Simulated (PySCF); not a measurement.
Cl₂FGeHO, SMILES [OH][Ge]([F])([Cl])[Cl].

Geometry optimised at B3LYP-D3(BJ)/def2-SVP. The structure was generated by enumeration, and PubChem lists no compound with its InChIKey, so it may never have been made. One conformer was computed; it need not be the lowest.

All values below come from PBE/def2-TZVP (PySCF).

Gas-phase values at a fixed geometry.

Computed frontier levels, gap, dipole moment and polarisability:
```yaml
highest_occupied_level: -8.24 eV
lowest_empty_level: -2.78 eV
orbital_gap: 5.46 eV
dipole_moment: 1.54 D
quadrupole, principal values (traceless, Buckingham form, about the centre of nuclear charge): -5.82, -2.88, 8.70 D·Å
mean_static_polarisability: 55.0 bohr³ (8.15 Å³)
polarisability_principal_values: 44.6, 54.1, 66.3 bohr³
```
